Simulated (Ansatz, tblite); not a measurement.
Spin states of the cluster Ge2Te, each relaxed with PBE0-D4/def2-TZVP in Ansatz. Electronic energies in the gas phase.

In the def2 sets Te takes a core potential; there is no spin–orbit coupling. The xTB rows come from tblite. HSE06 is defined as in plane-wave codes, on full-range PBE exchange. Correlated methods freeze 22 core orbitals; core or outer-core shells of Ge, Te are correlated, in sets that lack core-valence functions. HOMO above LUMO, or a gap near zero within one spin, warns that the state may not be the lowest or that an electron is smeared out. The structure comes from a short search, and lower isomers may exist.

Singlet geometry (C2v within 0.1 Å):

Cartesian coordinates in Å:
```
Ge -0.100 0.252 1.447
Ge -1.223 -0.108 -0.812
Te 1.323 -0.145 -0.635
```

Triplet geometry (C2v within 0.1 Å):

```xyz
3

Ge   -1.1194   -0.7209   -0.5520
Ge    0.7627    0.7617   -0.9568
Te    0.3567   -0.0408    1.5088
```

Quintet geometry (C2v within 0.1 Å):

```xyz
3

Ge   -0.8347    1.2280    0.5890
Ge    1.5105   -0.2142    0.4735
Te   -0.6758   -1.0138   -1.0626
```

⟨S²⟩: triplet 2.01 at PBE0-D4/def2-TZVP (pure 2.00), quintet 6.01 at PBE0-D4/def2-TZVP (pure 6.00).

Only these spin states were relaxed.

| level | triplet − singlet (kJ/mol) | quintet − singlet (kJ/mol) | lowest of these |
| --- | --- | --- | --- |
| GFN2-xTB | 113.2 | 409.0 | singlet |
| PBE-D4/def2-TZVP | 69.7 | 303.4 | singlet |
| HSE06-D4/def2-TZVP | 69.9 | 285.3 | singlet |
| RPA@PBE/def2-TZVP | 78.3 | 297.6 | singlet |

(1) Estimate the rows for HF/def2-TZVP, LDA (SPW92)/def2-TZVP, B97M-V/def2-TZVP, r2SCANh-D4/def2-TZVP.

## Answers

(1) 
| level | triplet − singlet (kJ/mol) | quintet − singlet (kJ/mol) | lowest of these | remarks |
| --- | --- | --- | --- | --- |
| HF/def2-TZVP | 53.6 | 144.6 | singlet | – |
| LDA (SPW92)/def2-TZVP | 80.1 | 354.1 | singlet | gap within one spin near zero (quintet) |
| B97M-V/def2-TZVP | 73.6 | 299.3 | singlet | – |
| r2SCANh-D4/def2-TZVP | 59.1 | 276.0 | singlet | – |

The xTB methods have no term that favours high spin, so they put low spin too low.
